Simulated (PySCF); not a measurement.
**[Ce(H2O)9]3+ at several levels of theory**

Computed with PySCF 2.14.0 (density fitting, no spin-orbit coupling) at the geometry relaxed with r2SCAN:

```xyz
28
[Ce(H2O)9]3+ (singlet in the valence; each metal's 4f electrons, 1 of them, lie in its core potential, out of spins and levels)
Ce    0.0000    0.0000    0.0000
O     1.8223    0.0000    1.8897
H     1.7739    0.0000    2.8607
H     2.7789    0.0000    1.7106
O    -0.9111    1.5781    1.8897
H    -0.8869    1.5362    2.8607
H    -1.3894    2.4066    1.7106
O    -0.9111   -1.5781    1.8897
H    -0.8869   -1.5362    2.8607
H    -1.3894   -2.4066    1.7106
O     1.8223    0.0000   -1.8897
H     2.7789    0.0000   -1.7106
H     1.7739    0.0000   -2.8607
O    -0.9111    1.5781   -1.8897
H    -1.3894    2.4066   -1.7106
H    -0.8869    1.5362   -2.8607
O    -0.9111   -1.5781   -1.8897
H    -1.3894   -2.4066   -1.7106
H    -0.8869   -1.5362   -2.8607
O     1.2786    2.2146    0.0000
H     1.5732    2.7249    0.7732
H     1.5732    2.7249   -0.7732
O    -2.5572    0.0000    0.0000
H    -3.1464    0.0000    0.7732
H    -3.1464    0.0000   -0.7732
O     1.2786   -2.2146    0.0000
H     1.5732   -2.7248    0.7732
H     1.5732   -2.7248   -0.7732
```

```csv
level,basis,state,HOMO (eV),gap (eV),charge on Ce1 (e),population of f-type functions on Ce1 (polarisation alone where 4f lies in the core),dipole about the centre of mass (D),largest force component (eV/Å)
r2SCAN,"Ce lcecp-1-SVP with ECP47, O def2-SVP, H def2-SVP",singlet,-18.48,7.37,0.92,0.05,0.00,0.08
wB97X,the same,singlet,-22.48,13.94,0.89,0.06,0.00,0.14
```

In the lcecp rows the 4f levels are missing from HOMO and gap, and the state counts the valence alone.

Charges are Mulliken's, which hang on the basis. The relaxation used the grid (50, 194), these runs (75, 302) or, all-electron (x2c bases, spin-free X2C Hamiltonian), (99, 590).

**Question.** A further run in the first row's basis gives HOMO (eV) -17.97, gap (eV) 6.59, charge on Ce1 (e) 0.72, population of f-type functions on Ce1 (polarisation alone where 4f lies in the core) 0.06, dipole about the centre of mass (D) 0.00, largest force component (eV/Å) 0.37. Which level was it?
A. CAM-B3LYP
B. PBE0
C. revPBE

**Answer.** C. The others give HOMO -21.40 eV (CAM-B3LYP); -19.92 eV (PBE0).

In the first row's basis the gap widens with exact exchange: 6.6 to 7.4 eV for revPBE, r2SCAN (none); 9.4 eV for PBE0 (a fixed share); 11.6 to 13.9 eV for CAM-B3LYP, wB97X (rising or full at long range).

No frequency check is given that shows the relaxed geometry to be a minimum. An lcecp potential fixes the number of 4f electrons, so in runs with it no electron can move into or out of that shell.
